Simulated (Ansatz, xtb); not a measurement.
**CH7AsB+: where a starting geometry ends**

The starting geometry of this gas-phase singlet was built from a drawn formula by distance geometry and a force field; its bonds are those of `[CH2+][BH2-][AsH3+]`.

```xyz
10

C    -2.5883    0.9267    0.1219
As    0.2326    1.5650   -0.6012
B    -1.1507    0.3027    0.3642
H    -3.1544    1.1546    1.0248
H    -2.9705    1.0430   -0.8357
H    -1.0528   -0.7419   -0.1348
H    -0.8320    0.2485    1.4969
H    -0.2930    1.4804   -2.0559
H     1.6114    0.8209   -0.2662
H    -0.0229    2.9060    0.1345
```

Task: Where would you expect an optimisation with r2SCAN-D4/def2-SVP to take it?

Result: It rearranges to `CB[AsH3+]`. Contacts that open: B3–H6 (1.16 → 2.08 Å). Contacts that close: C1–H6 (2.28 → 1.12 Å).

The energy falls by 2.88 eV over 23 steps:

```csv
step,E − E(last) (eV)
1,2.875
3,1.906
6,1.620
8,1.002
11,0.191
13,0.036
16,0.003
18,0.000
21,0.000
23,0.000
```

Final geometry (Å):

```xyz
10

C    -2.5079    0.4180    0.0928
As    0.3362    1.6249   -0.5563
B    -1.1248    0.7346    0.6416
H    -3.2848    0.5310    0.8686
H    -2.8248    0.8791   -0.8517
H    -2.4685   -0.6859   -0.0713
H    -0.6824    0.4974    1.7322
H    -0.0054    1.8376   -1.9988
H     1.6381    0.8838   -0.5637
H     0.7037    2.9854   -0.0450
```

From the same start GFN2-xTB reaches the same bonding as this run.

No frequencies were run, so the end isn't proven a minimum. Run with Ansatz 0.2.0, 53 s on 2 threads of Arm Neoverse V1 (shared host).
